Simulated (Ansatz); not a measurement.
One change: `[NH2][Al]([F])[O][SiH3]` becomes `[F][Al]([SH])[O][SiH3]`.

Ansatz, PBE0-D4/def2-TZVP geometries, multiplicity 1. Each molecule was computed in one conformer, which needn't be the lowest.

| property | `[NH2][Al]([F])[O][SiH3]` |
| --- | --- |
| HOMO–LUMO gap (PBE/def2-TZVPP) / eV | 4.90 |
| LUMO energy (PBE0/def2-TZVPP) / eV | -0.60 |
| HOMO–LUMO gap (PBE0/def2-TZVPP) / eV | 7.19 |
| HOMO–LUMO gap (B3LYP/def2-TZVPP) / eV | 6.63 |
| LUMO energy (PBE/def2-TZVPP) / eV | -1.45 |
| size of the dipole moment (B3LYP/def2-TZVPP) / D | 2.06 |

Problem. Give the same properties after the change, and the shifts. (An estimate is asked.)

Solution. Ansatz gave: 
```json
{"property": "HOMO–LUMO gap (PBE/def2-TZVPP) / eV", "`[F][Al]([SH])[O][SiH3]`": "5.06", "shift": "0.16"}
{"property": "LUMO energy (PBE0/def2-TZVPP) / eV", "`[F][Al]([SH])[O][SiH3]`": "-0.94", "shift": "-0.34"}
{"property": "HOMO–LUMO gap (PBE0/def2-TZVPP) / eV", "`[F][Al]([SH])[O][SiH3]`": "7.14", "shift": "-0.05"}
{"property": "HOMO–LUMO gap (B3LYP/def2-TZVPP) / eV", "`[F][Al]([SH])[O][SiH3]`": "6.59", "shift": "-0.04"}
{"property": "LUMO energy (PBE/def2-TZVPP) / eV", "`[F][Al]([SH])[O][SiH3]`": "-1.80", "shift": "-0.35"}
{"property": "size of the dipole moment (B3LYP/def2-TZVPP) / D", "`[F][Al]([SH])[O][SiH3]`": "1.66", "shift": "-0.40"}
```

Dipoles are sizes alone; their direction can turn.

B3LYP here is the variant with VWN-RPA as its local correlation; programs differ in this.
